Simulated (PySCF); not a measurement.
nitrogen atom (N), quartet.

PySCF was given this input:
```python
from pyscf import gto, scf, cc

mol = gto.Mole()
mol.atom = '''
    N     0.00000000    0.00000000    0.00000000
'''
mol.basis = 'def2-tzvp'
mol.spin = 3
mol.verbose = 4
mol.build()

mf = scf.UHF(mol)
mf.kernel()

mycc = cc.CCSD(mf)
mycc.diis_space = 10
mycc.kernel()
print('E(CCSD) = %.10f' % mycc.e_tot)
```

Question: What does this run give for the coupled-cluster correlation energy (without the perturbative part), number of basis functions, total energy, MP2 correlation energy, SCF-reference <S^2>, SCF-reference HOMO energy?

Answer: 
* **coupled-cluster correlation energy (without the perturbative part)**: -0.1288 Eh
* **number of basis functions**: 31
* **total energy**: -54.531539 Ha
* **MP2 correlation energy**: -0.1121 Eh
* **SCF-reference <S^2>**: 3.758
* **SCF-reference HOMO energy**: -15.53 eV

These values belong to the state on which the SCF converged, which isn't shown to be the lowest.
